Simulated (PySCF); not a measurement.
C5H7F (SMILES C=C=C[C@@H](C)F), singlet, at a GFN2-xTB geometry; DF-PBE/pcseg-2 run with PySCF.

Input for PySCF:
```python
from pyscf import gto, scf, dft

mol = gto.M(
    atom='''
C     2.488202   -0.713064    0.304462
C     1.262885   -0.770349   -0.102942
C     0.033435   -0.801257   -0.513947
C    -0.923919    0.358028   -0.415363
C    -2.042325    0.080580    0.583761
F    -0.255073    1.502463   -0.024895
H     2.762295   -0.969979    1.314966
H     3.289012   -0.409253   -0.350139
H    -0.389914   -1.695625   -0.950016
H    -1.340962    0.583714   -1.408542
H    -2.617543   -0.784067    0.265239
H    -1.616164   -0.114047    1.565298
H    -2.700735    0.943456    0.651424
''',
    basis='pcseg-2',
    charge=0,
    spin=0,
    verbose=4,
    max_memory=1800,
)

mf = dft.RKS(mol)
mf.xc = 'pbe'
mf = mf.density_fit(auxbasis='def2-universal-jkfit')
mf.kernel()
```

What the program printed (banner, timings and long lists left out):

```
PySCF version 2.14.0

[INPUT] verbose = 4
[INPUT] num. atoms = 13
[INPUT] num. electrons = 46
[INPUT] charge = 0
[INPUT] spin (= nelec alpha-beta = 2S) = 0
[INPUT] symmetry False subgroup None
[INPUT] Mole.unit = angstrom
[INPUT] Symbol           X                Y                Z      unit          X                Y                Z       unit  Magmom
[INPUT]  1 C      2.488202000000  -0.713064000000   0.304462000000 AA    4.702020322595  -1.347495669287   0.575349795337 Bohr   0.0
[INPUT]  2 C      1.262885000000  -0.770349000000  -0.102942000000 AA    2.386506776821  -1.455748630333  -0.194532186715 Bohr   0.0
[INPUT]  3 C      0.033435000000  -0.801257000000  -0.513947000000 AA    0.063182992975  -1.514156285391  -0.971219072542 Bohr   0.0
[INPUT]  4 C     -0.923919000000   0.358028000000  -0.415363000000 AA   -1.745953871282   0.676574864926  -0.784922312278 Bohr   0.0
[INPUT]  5 C     -2.042325000000   0.080580000000   0.583761000000 AA   -3.859434907352   0.152274131117   1.103148412202 Bohr   0.0
[INPUT]  6 F     -0.255073000000   1.502463000000  -0.024895000000 AA   -0.482018111771   2.839243582292  -0.047044731871 Bohr   0.0
[INPUT]  7 H      2.762295000000  -0.969979000000   1.314966000000 AA    5.219981025255  -1.832994656579   2.484925603115 Bohr   0.0
[INPUT]  8 H      3.289012000000  -0.409253000000  -0.350139000000 AA    6.215331900408  -0.773376085657  -0.661666815529 Bohr   0.0
[INPUT]  9 H     -0.389914000000  -1.695625000000  -0.950016000000 AA   -0.736830672134  -3.204266859966  -1.795270053955 Bohr   0.0
[INPUT] 10 H     -1.340962000000   0.583714000000  -1.408542000000 AA   -2.534050923449   1.103059595074  -2.661758614947 Bohr   0.0
[INPUT] 11 H     -2.617543000000  -0.784067000000   0.265239000000 AA   -4.946439389272  -1.481671893309   0.501229067554 Bohr   0.0
[INPUT] 12 H     -1.616164000000  -0.114047000000   1.565298000000 AA   -3.054107332382  -0.215517595328   2.957984523329 Bohr   0.0
[INPUT] 13 H     -2.700735000000   0.943456000000   0.651424000000 AA   -5.103649485027   1.782873450578   1.231012950969 Bohr   0.0

nuclear repulsion = 220.09161181912
number of shells = 45
number of NR pGTOs = 395
number of NR cGTOs = 278
basis = pcseg-2
ecp = {}

******** <class 'pyscf.df.df_jk.DFRKS'> ********
method = DFRKS
initial guess = minao
damping factor = 0
level_shift factor = 0
DIIS = <class 'pyscf.scf.diis.CDIIS'>
diis_start_cycle = 1
diis_space = 8
diis_damp = 0
SCF conv_tol = 1e-09
SCF conv_tol_grad = None
SCF max_cycles = 50
direct_scf = False
XC library pyscf.dft.libxc version 7.1.2
    S. Lehtola, C. Steigemann, M. J. T. Oliveira, and M. A. L. Marques,  SoftwareX 7, 1–5 (2018)
XC functionals = pbe
    J. P. Perdew, K. Burke, and M. Ernzerhof,  Phys. Rev. Lett. 77, 3865 (1996)
    J. P. Perdew, K. Burke, and M. Ernzerhof,  Phys. Rev. Lett. 78, 1396 (1997)
    J. P. Perdew, K. Burke, and M. Ernzerhof,  Phys. Rev. Lett. 77, 3865 (1996)
    J. P. Perdew, K. Burke, and M. Ernzerhof,  Phys. Rev. Lett. 78, 1396 (1997)
radial grids:
    Treutler-Ahlrichs [JCP 102, 346 (1995); DOI:10.1063/1.469408] (M4) radial grids

becke partition: Becke, JCP 88, 2547 (1988); DOI:10.1063/1.454033
pruning grids: <function nwchem_prune>
grids dens level: 3
symmetrized grids: False
atomic radii adjust function: <function treutler_atomic_radii_adjust>
small_rho_cutoff = 0
Set gradient conv threshold to 3.16228e-05
Initial guess from minao.
tot grids = 153512
init E= -294.71793083802
  HOMO = -0.301479995160914  LUMO = -0.0956584165852732  gap/eV = 5.60069
cycle= 1 E= -294.182064718962  delta_E= 0.536  |g|= 0.667  |ddm|= 2.74
  HOMO = -0.161158099700829  LUMO = 0.00476400407200295  gap/eV = 4.51497
cycle= 2 E= -294.039167791781  delta_E= 0.143  |g|=  1.1  |ddm|= 1.83
  HOMO = -0.221819350040706  LUMO = -0.027829115187652  gap/eV = 5.27874
cycle= 3 E= -294.272162207311  delta_E= -0.233  |g|= 0.203  |ddm|= 1.36
  HOMO = -0.23552395471348  LUMO = -0.0342350172432195  gap/eV = 5.47735
cycle= 4 E= -294.279706759628  delta_E= -0.00754  |g|= 0.0582  |ddm|= 0.181
  HOMO = -0.23273213955264  LUMO = -0.0350517114212856  gap/eV = 5.37916
cycle= 5 E= -294.280327346384  delta_E= -0.000621  |g|= 0.0306  |ddm|= 0.0677
  HOMO = -0.23231459675389  LUMO = -0.033263334993884  gap/eV = 5.41646
cycle= 6 E= -294.280567376328  delta_E= -0.00024  |g|= 0.0062  |ddm|= 0.0297
  HOMO = -0.232065663023176  LUMO = -0.0332787842189894  gap/eV = 5.40927
cycle= 7 E= -294.280576333642  delta_E= -8.96e-06  |g|= 0.0019  |ddm|= 0.00759
  HOMO = -0.232265667759744  LUMO = -0.0334006902812689  gap/eV = 5.41139
cycle= 8 E= -294.280577195958  delta_E= -8.62e-07  |g|= 0.000821  |ddm|= 0.00221
  HOMO = -0.23223030568958  LUMO = -0.0333893819634987  gap/eV = 5.41074
cycle= 9 E= -294.280577353234  delta_E= -1.57e-07  |g|= 0.000223  |ddm|= 0.000803
  HOMO = -0.232231972121202  LUMO = -0.0333867111308344  gap/eV = 5.41086
cycle= 10 E= -294.280577364722  delta_E= -1.15e-08  |g|= 5.87e-05  |ddm|= 0.000194
  HOMO = -0.232236276270683  LUMO = -0.0333910665222845  gap/eV = 5.41085
cycle= 11 E= -294.280577365539  delta_E= -8.17e-10  |g|= 2e-05  |ddm|= 9.35e-05
  HOMO = -0.232233089487281  LUMO = -0.033387873819466  gap/eV = 5.41085
Extra cycle  E= -294.280577365398  delta_E= 1.41e-10  |g|= 3.24e-05  |ddm|= 5.75e-05
converged SCF energy = -294.280577365398
```
